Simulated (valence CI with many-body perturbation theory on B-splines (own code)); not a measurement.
Which ion has this spectrum?

A relativistic CI+MBPT calculation for an atom or ion with 32 electrons gives these levels (eV):

```tsv
J	Parity	E	g
0	even	0.00	
1	even	141.13	1.50
2	even	145.93	1.17
2	odd	253.06	1.55
1	odd	269.47	1.08
2	even	290.72	1.32
0	even	301.06	
2	odd	315.55	0.76
1	odd	336.37	0.85
2	odd	355.75	1.31
3	odd	357.07	1.12
2	odd	391.75	1.52
3	odd	400.88	1.31
0	odd	406.89
```

The energies are calculated, and their last digits are not significant.

(1) Which is it?
A. Hg48+
B. Ir45+
C. Pt46+
D. Bi51+

Answers

(1) A. Hg48+, ground level (4s^2 4p1/2^2) J=0.
